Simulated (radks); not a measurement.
The numbers below are computed, except where a source is named.
These are the eigenvalues of the occupied orbitals of an atom or ion with whole-number occupations (hartree). Level of theory: scalar-relativistic Kohn-Sham, r2SCAN, spin-polarised, spherical densities, finite nucleus; meta-GGA in the generalised Kohn-Sham scheme; Fermi nuclear charge, rms radius of each element as measured or else 0.836 A^(1/3) + 0.57 fm (a radial shooting solver on a logarithmic mesh with Libxc functionals).

1s down: -3061.567
1s up: -3061.567
2s up: -545.8012
2s down: -545.7845
2p up: -471.0073
2p down: -470.9941
3s up: -131.8778
3s down: -131.8753
3p up: -110.1734
3p down: -110.1695
3d up: -87.27110
3d down: -87.26084
4s up: -31.22730
4s down: -31.21391
4p up: -24.07870
4p down: -24.06723
4d up: -15.54806
4d down: -15.53420
5s up: -6.96308
5s down: -6.87624
4f up: -6.10814
4f down: -6.08878
5p up: -5.01696
5p down: -4.91089
5d up: -2.74136
5d down: -2.62282

Which element is it, and in what charge state? The configuration may be excited. Open shells, if any, are filled with parallel spins first.

Answer. Z = 80, mercury, charge +5: Hg5+ in [Xe] 4f14 5d7. The list shows which subshells hold electrons but not how many an open one holds; the 1s level, -3061.6 hartree, gives Z - s = 78.3 by -(Z - s)^2/2, which with screening and relativity narrows Z to a few neighbours, and the depths of the outer levels then fix element, charge and occupations together.
